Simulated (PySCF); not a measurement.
C$_{2}$H$_{6}$Si, singlet, geometry from GFN2-xTB; PySCF with PBE0/6-31G, TDA.

Input for PySCF:
```python
from pyscf import gto, scf, dft, tdscf

mol = gto.M(
    atom='''
Si    1.01182650   -0.37566295   -0.19323800
C    -0.61046738    0.57665313   -0.19093976
C    -1.65073301    0.30869535    0.58226653
H     1.25066857   -0.90292995   -1.54015823
H     0.94165084   -1.47464981    0.77008596
H     2.09999469    0.53849574    0.16679352
H    -0.68971349    1.41000921   -0.88067137
H    -2.56570804    0.88227645    0.55246196
H    -1.63526118   -0.50601131    1.28885952
''',
    basis='6-31g',
    verbose=4,
)

mf = dft.RKS(mol)
mf.xc = 'pbe0'
mf.kernel()
td = mf.TDA()
td.nstates = 5
td.kernel()
td.analyze()
```

Output, abridged:

```
PySCF version 2.14.0

[INPUT] verbose = 4
[INPUT] num. atoms = 9
[INPUT] num. electrons = 32
[INPUT] charge = 0
[INPUT] spin (= nelec alpha-beta = 2S) = 0
[INPUT] symmetry False subgroup None
[INPUT] Mole.unit = angstrom
[INPUT] Symbol           X                Y                Z      unit          X                Y                Z       unit  Magmom
[INPUT]  1 Si     1.011826500000  -0.375662950000  -0.193238000000 AA    1.912074970577  -0.709900090646  -0.365166896859 Bohr   0.0
[INPUT]  2 C     -0.610467380000   0.576653130000  -0.190939760000 AA   -1.153616156181   1.089716484573  -0.360823852690 Bohr   0.0
[INPUT]  3 C     -1.650733010000   0.308695350000   0.582266530000 AA   -3.119433293679   0.583349667427   1.100324273201 Bohr   0.0
[INPUT]  4 H      1.250668570000  -0.902929950000  -1.540158230000 AA    2.363421069901  -1.706290315167  -2.910477243195 Bohr   0.0
[INPUT]  5 H      0.941650840000  -1.474649810000   0.770085960000 AA    1.779462192567  -2.786684270542   1.455251556773 Bohr   0.0
[INPUT]  6 H      2.099994690000   0.538495740000   0.166793520000 AA    3.968414827141   1.017609467845   0.315194072152 Bohr   0.0
[INPUT]  7 H     -0.689713490000   1.410009210000  -0.880671370000 AA   -1.303369600518   2.664531240014  -1.664227695046 Bohr   0.0
[INPUT]  8 H     -2.565708040000   0.882276450000   0.552461960000 AA   -4.848485511195   1.667260856654   1.044001798640 Bohr   0.0
[INPUT]  9 H     -1.635261180000  -0.506011310000   1.288859520000 AA   -3.090195772333  -0.956222791832   2.435591505838 Bohr   0.0

nuclear repulsion = 98.1566690941714
number of shells = 29
number of NR pGTOs = 114
number of NR cGTOs = 43
basis = 6-31g
ecp = {}

******** <class 'pyscf.dft.rks.RKS'> ********
method = RKS
initial guess = minao
damping factor = 0
level_shift factor = 0
DIIS = <class 'pyscf.scf.diis.CDIIS'>
diis_start_cycle = 1
diis_space = 8
diis_damp = 0
SCF conv_tol = 1e-09
SCF conv_tol_grad = None
SCF max_cycles = 50
direct_scf = True
direct_scf_tol = 1e-13
XC library pyscf.dft.libxc version 7.1.2
    S. Lehtola, C. Steigemann, M. J. T. Oliveira, and M. A. L. Marques,  SoftwareX 7, 1–5 (2018)
XC functionals = pbe0
    C. Adamo and V. Barone,  J. Chem. Phys. 110, 6158 (1999)
    M. Ernzerhof and G. E. Scuseria,  J. Chem. Phys. 110, 5029 (1999)
radial grids:
    Treutler-Ahlrichs [JCP 102, 346 (1995); DOI:10.1063/1.469408] (M4) radial grids

becke partition: Becke, JCP 88, 2547 (1988); DOI:10.1063/1.454033
pruning grids: <function nwchem_prune>
grids dens level: 3
symmetrized grids: False
atomic radii adjust function: <function treutler_atomic_radii_adjust>
small_rho_cutoff = 0
Set gradient conv threshold to 3.16228e-05
Initial guess from minao.
tot grids = 106264
init E= -369.025904320627
  HOMO = -0.319497549373701  LUMO = -0.0751216489709308  gap/eV = 6.64981
cycle= 1 E= -368.960191414025  delta_E= 0.0657  |g|= 0.256  |ddm|=  2.5
  HOMO = -0.231498922138702  LUMO = 0.0486974842767025  gap/eV = 7.62453
cycle= 2 E= -368.959195918629  delta_E= 0.000995  |g|= 0.261  |ddm|= 0.557
  HOMO = -0.285929215438635  LUMO = 0.00682624842406354  gap/eV = 7.96628
cycle= 3 E= -368.979312865582  delta_E= -0.0201  |g|= 0.0218  |ddm|= 0.305
  HOMO = -0.285072351530072  LUMO = 0.00770766532145184  gap/eV = 7.96695
cycle= 4 E= -368.9793387298  delta_E= -2.59e-05  |g|= 0.02  |ddm|= 0.0355
  HOMO = -0.284431550934061  LUMO = 0.00844059769040495  gap/eV = 7.96946
cycle= 5 E= -368.979449593786  delta_E= -0.000111  |g|= 0.000969  |ddm|= 0.0184
  HOMO = -0.284583894753689  LUMO = 0.00827694473894125  gap/eV = 7.96915
cycle= 6 E= -368.979449941842  delta_E= -3.48e-07  |g|= 0.000147  |ddm|= 0.00166
  HOMO = -0.284562685257871  LUMO = 0.00829749978118932  gap/eV = 7.96913
cycle= 7 E= -368.979449950886  delta_E= -9.04e-09  |g|= 2.46e-05  |ddm|= 0.000306
  HOMO = -0.284558954181238  LUMO = 0.00830123892402002  gap/eV = 7.96913
cycle= 8 E= -368.979449951132  delta_E= -2.46e-10  |g|= 1.91e-06  |ddm|= 5.13e-05
  HOMO = -0.28455892449637  LUMO = 0.008301306436032  gap/eV = 7.96913
Extra cycle  E= -368.979449951129  delta_E= 2.79e-12  |g|= 1.56e-06  |ddm|= 5.05e-06
converged SCF energy = -368.979449951129

******** <class 'pyscf.tdscf.rks.TDA'> for <class 'pyscf.dft.rks.RKS'> ********
nstates = 5 singlet
deg_eia_thresh = 1.000e-03
wfnsym = None
conv_tol = 1e-05
eigh lindep = 1e-12
eigh level_shift = 0
eigh max_cycle = 100

Excitation energies (eV)
[7.25898463 7.88253994 8.34182885 8.69274437 8.83933658]

** Singlet excitation energies and oscillator strengths **
Excited State   1:      7.25898 eV    170.80 nm  f=0.0038
      15 -> 17       -0.68717
      16 -> 18        0.14026
Excited State   2:      7.88254 eV    157.29 nm  f=0.0021
      15 -> 17       -0.13504
      16 -> 18       -0.68704
Excited State   3:      8.34183 eV    148.63 nm  f=0.6137
      13 -> 17       -0.19722
      16 -> 17        0.63884
      16 -> 20       -0.11251
Excited State   4:      8.69274 eV    142.63 nm  f=0.0075
      14 -> 17       -0.65440
      16 -> 19       -0.22681
Excited State   5:      8.83934 eV    140.26 nm  f=0.0037
      14 -> 17       -0.21336
      16 -> 19        0.66167

** Transition electric dipole moments (AU) **
state          X           Y           Z        Dip. S.      Osc.
  1        -0.0519     -0.0904     -0.1023      0.0213      0.0038
  2         0.0460      0.0628      0.0681      0.0107      0.0021
  3        -1.5608      0.0467      0.7514      3.0029      0.6137
  4         0.0779      0.1074      0.1329      0.0353      0.0075
  5         0.0198      0.0720      0.1083      0.0173      0.0037

** Transition velocity dipole moments (imaginary part, AU) **
state          X           Y           Z        Dip. S.      Osc.
  1        -0.0049     -0.0083     -0.0093      0.0002      0.0004
  2         0.0371      0.0608      0.0690      0.0098      0.0226
  3        -0.2175      0.0400      0.0754      0.0546      0.1187
  4         0.0132      0.0180      0.0227      0.0010      0.0021
  5         0.0029      0.0089      0.0151      0.0003      0.0006

** Transition magnetic dipole moments (imaginary part, AU) **
state          X           Y           Z
  1        -0.6616     -0.2784      0.5832
  2        -0.3391     -0.5321      0.6448
  3        -0.1425     -0.2555     -0.2679
  4         0.0159      0.1493     -0.1307
  5        -0.3540      0.4095     -0.1662
```
